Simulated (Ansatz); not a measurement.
Relaxation of Cl2F4H2W (9 atoms, charge 0, multiplicity 1), to a largest force component of 0.03 eV/Å in at most 50 steps.

Method: RKS B3LYP-D4/def2-SVP (Ansatz).

```xyz
9
Properties=species:S:1:pos:R:3:forces:R:3
W -0.041 0.030 -0.273 0.12 -0.06 0.24
H 0.786 -0.417 1.160 -0.14 -0.03 -0.31
F 1.744 0.442 -0.573 -0.02 0.00 0.00
Cl -0.561 2.138 -1.053 -0.02 -0.01 -0.02
F -1.337 0.455 0.997 0.02 0.00 -0.02
F -0.739 -1.677 0.022 -0.03 0.00 -0.02
F 0.004 -0.671 -2.000 0.01 0.01 0.01
Cl 1.306 2.075 2.352 0.01 -1.08 0.13
H 1.320 0.751 2.513 0.04 1.17 -0.02
```

Problem. Where does it end, and by what steps?

Solution. The forces met the threshold. After 28 steps the energy has fallen by 0.152 eV; H9 moved furthest, 1.19 Å.

```
step  energy less start (eV)  largest force component (eV/Å)  accepted
   0                  0.0000                           1.173       yes
   1                 -0.0444                           0.851       yes
   2                 -0.0250                           1.497        no
   3                 -0.0595                           0.692       yes
   4                 -0.0712                           0.693       yes
   5                 -0.0918                           0.211       yes
   6                 -0.0640                           1.110        no
   7                 -0.0957                           0.041       yes
   8                 -0.0988                           0.124       yes
   9                 -0.0903                           0.601        no
  10                 -0.1017                           0.056       yes
  11                 -0.1038                           0.121       yes
  12                 -0.1033                           0.410        no
  13                 -0.1060                           0.082       yes
  14                 -0.1083                           0.074       yes
  15                 -0.1107                           0.180       yes
  16                 -0.1112                           0.509       yes
  17                 -0.1276                           0.182       yes
  18                 -0.1404                           0.105       yes
  19                 -0.1392                           0.243        no
  20                 -0.1436                           0.085       yes
  21                 -0.1481                           0.048       yes
  22                 -0.1497                           0.092       yes
  23                 -0.1458                           0.530        no
  24                 -0.1513                           0.040       yes
  25                 -0.1509                           0.189        no
  26                 -0.1517                           0.042       yes
  27                 -0.1518                           0.048       yes
  28                 -0.1519                           0.010       yes
```

```xyz
9
Properties=species:S:1:pos:R:3
W 0.018 -0.046 -0.300
H 1.031 -0.765 0.844
F 1.750 0.349 -0.838
Cl -0.519 2.162 -0.739
F -0.932 0.315 1.278
F -0.866 -1.675 -0.092
F -0.215 -0.545 -2.081
Cl 1.698 1.742 2.286
H 0.517 1.588 2.786
```

Whether the end is a true minimum wasn't checked by a vibrational analysis.

Run time: 87 s on 4 threads of Arm Neoverse V2 (shared host), peak memory 0.38 GiB.
